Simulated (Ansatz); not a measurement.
The cluster Cu₃H. Total charge 0; quintet. Geometry PBE-D4/def2-TZVP; atoms count from 1.

```xyz
4

Cu   -0.911   -0.737   -0.788
Cu    0.048   -0.364    1.362
Cu    0.040    1.388   -0.259
H     0.824   -0.287   -0.315
```

At PBE0-D4/def2-TZVP a singlet of charge 0 lies 3.79 eV below the quintet, each at its own geometry. The structure comes from a short search, and lower isomers may exist.

**Question.** Estimate the Mulliken populations from the PBE0/def2-TZVP orbitals of Ansatz.

**Answer.** 
```json
{"atom": "Cu1", "charge (e)": "0.01", "spin (α − β)": "1.22", "d electrons": "9.56"}
{"atom": "Cu2", "charge (e)": "0.01", "spin (α − β)": "1.22", "d electrons": "9.56"}
{"atom": "Cu3", "charge (e)": "0.01", "spin (α − β)": "1.22", "d electrons": "9.56"}
{"atom": "H4", "charge (e)": "-0.02", "spin (α − β)": "0.34", "d electrons": "–"}
```
Mulliken values and Mayer orders depend strongly on the basis.

**Question.** Where does the spin sit?

**Answer.** Summed by element: Cu 3.66, H 0.34, of 4 unpaired in all. Largest on single atoms: Cu1 1.22, Cu2 1.22, Cu3 1.22.

**Question.** And the Mayer bond orders between bonded heavy atoms (over 0.3)?

**Answer.** Cu1–Cu2 0.58 (2.38 Å); Cu1–Cu3 0.57 (2.39 Å); Cu2–Cu3 0.57 (2.39 Å).
